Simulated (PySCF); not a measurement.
C₅H₁₅NSi, SMILES CN(C)[Si](C)(C)C.

Geometry: PBE0-D3(BJ)/def2-SVP. The isomer is the one that the SMILES or the coordinates give; other isomers of the formula were not compared. Other conformers were not sampled.

Method: PySCF with CAM-B3LYP/def2-SVP.

| Item | Result |
|---|---|
| total energy | -543.42480 hartree |
| highest occupied level | -7.20 eV |
| lowest empty level | 2.27 eV |
| orbital gap | 9.47 eV |
| dipole moment | 0.17 D |
| quadrupole, principal values (traceless, Buckingham form, about the centre of nuclear charge) | -2.44, 1.14, 1.30 D·Å |
| mean static polarisability | 83.8 bohr³ (12.41 Å³) |
| polarisability, principal values | 78.3, 83.7, 89.3 bohr³ |
